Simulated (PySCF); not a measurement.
PySCF 2.14 output of a UHF calculation on a single atom or ion in aug-cc-pVTZ-DK, with the spin-free X2C one-electron Hamiltonian (Gaussian nucleus):

```
SCF conv_tol = 1e-09
number electrons alpha = 15  beta = 12
cycle= 1 E= -1651.80046811961  delta_E= -0.00863  |g|= 0.0375  |ddm|= 0.0371
cycle= 2 E= -1651.80062315566  delta_E= -0.000155  |g|= 0.00546  |ddm|= 0.0107
cycle= 3 E= -1651.80062850627  delta_E= -5.35e-06  |g|= 0.00118  |ddm|= 0.00442
cycle= 4 E= -1651.80062884279  delta_E= -3.37e-07  |g|= 0.000426  |ddm|= 0.00133
cycle= 5 E= -1651.80062897978  delta_E= -1.37e-07  |g|= 9.31e-05  |ddm|= 0.00112
cycle= 6 E= -1651.80062898718  delta_E= -7.39e-09  |g|= 1.18e-05  |ddm|= 0.000313
cycle= 7 E= -1651.80062898726  delta_E= -7.84e-11  |g|= 1.99e-06  |ddm|= 1.9e-05
converged SCF energy = -1651.80062898726  <S^2> = 3.7517971  2S+1 = 4.0008985
```

The run itself started from symmetry-adapted Hartree-Fock orbitals and held the occupation by maximum overlap, so the iterations belong to that start.

Question: Which element, charge and spin multiplicity is this?

Answer: Cu²⁺ (copper, charge +2), multiplicity 4; the state was [Ar] 3d8 4p1, one real determinant (an excited configuration).

⟨L²⟩ = 14.02 against 20 for a pure G term, so this real determinant mixes terms.
